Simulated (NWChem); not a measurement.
All runs are NWChem calculations. System: Ga₂, charge 0, spin multiplicity 3, optimised in this run. The structure started from a generated list of species. Its SCF solution wasn't tested for a lower state. Level: UPBE0/def2-SVP.

The NWChem input:

```
start mol
memory heap 200 mb stack 900 mb global 1100 mb
geometry units angstroms
  Ga     0.000000     0.000000     1.360446
  Ga     0.000000     0.000000    -1.360446
  symmetry group D2h
end
basis spherical
  * library def2-svp
end
dft
  xc pbe0
  odft
  mult 3
  semidirect memsize 60000000 filesize 0
  iterations 100
end
driver
  maxiter 80
end
task dft optimize
task dft freq
```

NWChem printed:

```
             Northwest Computational Chemistry Package (NWChem) 7.3.0
             --------------------------------------------------------

                                NWChem Input Module
                                -------------------

 Scaling coordinates for geometry "geometry" by  1.889725989
 (inverse scale =  0.529177249)

 Turning off AUTOSYM since
 SYMMETRY directive was detected!

          ------
          auto-z
          ------

                             Geometry "geometry" -> ""
                             -------------------------

 Output coordinates in angstroms (scale by  1.889725989 to convert to a.u.)

  No.       Tag          Charge          X              Y              Z
 ---- ---------------- ---------- -------------- -------------- --------------
    1 Ga                  31.0000     0.00000000     0.00000000     1.36044600
    2 Ga                  31.0000     0.00000000     0.00000000    -1.36044600

 Effective nuclear repulsion energy (a.u.)     186.9016985197

            Nuclear Dipole moment (a.u.)
            ----------------------------
        X                 Y               Z
 ---------------- ---------------- ----------------
     0.0000000000     0.0000000000     0.0000000000

      Symmetry information
      --------------------

 Group name             D2h
 Group number             26
 Group order               8
 No. of unique centers     1

      Symmetry unique atoms

     1


 Summary of "ao basis" -> "" (spherical)
 ------------------------------------------------------------------------------
       Tag                 Description            Shells   Functions and Types
 ---------------- ------------------------------  ------  ---------------------
 *                          def2-svp                  on all atoms

                           NWChem Geometry Optimization
                           ----------------------------

 maximum gradient threshold         (gmax) =   0.000450
 rms gradient threshold             (grms) =   0.000300
 maximum cartesian step threshold   (xmax) =   0.001800
 rms cartesian step threshold       (xrms) =   0.001200
[...]
 Dependent rotation vector no.                    3
  found in ECKART; assuming linear geometry
 Projected Nuclear Hessian trans-rot subspace norm:1.2037D-35
                         (should be close to zero!)

          --------------------------------------------------------
          MASS-WEIGHTED PROJECTED HESSIAN (Hartree/Bohr/Bohr/Kamu)
          --------------------------------------------------------

               1            2            3            4            5            6
   ----- ----- ----- ----- -----
    1    0.00000D+00
    2    1.22891D-20  0.00000D+00
    3    0.00000D+00  0.00000D+00  8.94535D-01
    4   -1.53613D-21  0.00000D+00  3.84034D-22  0.00000D+00
    5    1.92017D-22  0.00000D+00  7.58466D-21  0.00000D+00  0.00000D+00
    6   -6.72059D-21 -1.92017D-22 -8.94535D-01 -7.68067D-22 -7.58466D-21  8.94535D-01

 center of mass
 --------------
 x =   0.00000000 y =   0.00000000 z =   0.00000000

 moments of inertia (a.u.)
 ------------------
         735.894746886612           0.000000000000           0.000000000000
           0.000000000000         735.894746886612           0.000000000000
           0.000000000000           0.000000000000           0.000000000000

 Rotational Constants
 --------------------
 A=   0.000000 cm-1  (  0.000000 K)
 B=   0.081805 cm-1  (  0.117697 K)
 C=   0.081805 cm-1  (  0.117697 K)

 Temperature                      =   298.15K
 frequency scaling parameter      =   1.0000

 Linear Molecule

 Zero-Point correction to Energy  =    0.311 kcal/mol  (  0.000495 au)
 Thermal correction to Energy     =    2.126 kcal/mol  (  0.003388 au)
 Thermal correction to Enthalpy   =    2.718 kcal/mol  (  0.004332 au)

 Total Entropy                    =   58.813 cal/mol-K
   - Translational                =   40.657 cal/mol-K (mol. weight = 137.8514)
   - Rotational                   =   16.177 cal/mol-K (symmetry #  =        2)
   - Vibrational                  =    1.980 cal/mol-K

 Cv (constant volume heat capacity) =    6.779 cal/mol-K
   - Translational                  =    2.979 cal/mol-K
   - Rotational                     =    1.986 cal/mol-K
   - Vibrational                    =    1.814 cal/mol-K


 ----------------------------------------------------------------------------
 Normal Eigenvalue ||    Projected Derivative Dipole Moments (debye/angs)
  Mode   [cm**-1]  ||      [d/dqX]             [d/dqY]           [d/dqZ]
 ------ ---------- || ------------------ ------------------ -----------------
    1        0.000 ||       0.000              -0.000             0.000
    2        0.000 ||      -0.000               0.000            -0.000
    3        0.000 ||      -0.000               0.000            -0.000
    4        0.000 ||       0.000              -0.000             0.000
    5        0.000 ||      -0.000               0.000            -0.000
    6      217.429 ||       0.000              -0.000             0.000
 ----------------------------------------------------------------------------

 ----------------------------------------------------------------------------
 Normal Eigenvalue ||           Projected Infra Red Intensities
  Mode   [cm**-1]  || [atomic units] [(debye/angs)**2] [(KM/mol)] [arbitrary]
 ------ ---------- || -------------- ----------------- ---------- -----------
    1        0.000 ||    0.000000           0.000         0.000       1.959
    2        0.000 ||    0.000000           0.000         0.000       1.570
    3        0.000 ||    0.000000           0.000         0.000       1.884
    4        0.000 ||    0.000000           0.000         0.000       1.507
    5        0.000 ||    0.000000           0.000         0.000       0.000
    6      217.429 ||    0.000000           0.000         0.000      53.081
 ----------------------------------------------------------------------------

 Task  times  cpu:       31.5s     wall:       31.5s

 Total times  cpu:       37.9s     wall:       37.9s
```
